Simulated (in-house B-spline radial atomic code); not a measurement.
RPA and G0W0 for Cd II (Cd+), [Kr] 4d10 5s1, highest spin, as one setting changes: the radius of a hard wall (bohr). Start: PBE0. A dash marks a level of low quasi-particle weight. Computed with an all-electron radial atomic-structure program (B-spline basis): all electrons, scalar-relativistic (spin-free one-electron X2C), finite nucleus, each spin shell either full or empty, empty states to l = 9 with an (l + 1/2)⁻⁴ tail; G0W0 by contour deformation at full frequency.

RPA overbinds a lone outer s electron by self-correlation, and G0W0 tends to as well.

| radius of a hard wall (bohr) | mean-field level (eV) | G0W0 level (eV) | RPA correlation (Eh) |
| --- | --- | --- | --- |
| 2 | 82.97 | 5s up 76.74 | -3.688 |
| 2.5 | 23.918 | 5s up 18.690 | -3.6463 |
| 3 | 2.460 | 5s up -2.224 | -3.6356 |
| 3.5 | ? | ? | ? |
| 4 | -10.388 | 5s up -14.385 | -3.6226 |
| 5 | ? | ? | ? |
| 6 | -13.948 | 5s up -17.334 | -3.6086 |
| 8 | -14.177 | 5s up -17.414 | -3.6056 |
| 12 | -14.190 | 5s up -17.405 | -3.6046 |

What belongs in the row for 3.5?

mean-field level (eV): -6.397; G0W0 level (eV): 5s up -10.689; RPA correlation (Eh): -3.6287.

What belongs in the row for 5?

mean-field level (eV): -13.233; G0W0 level (eV): 5s up -16.835; RPA correlation (Eh): -3.6134.
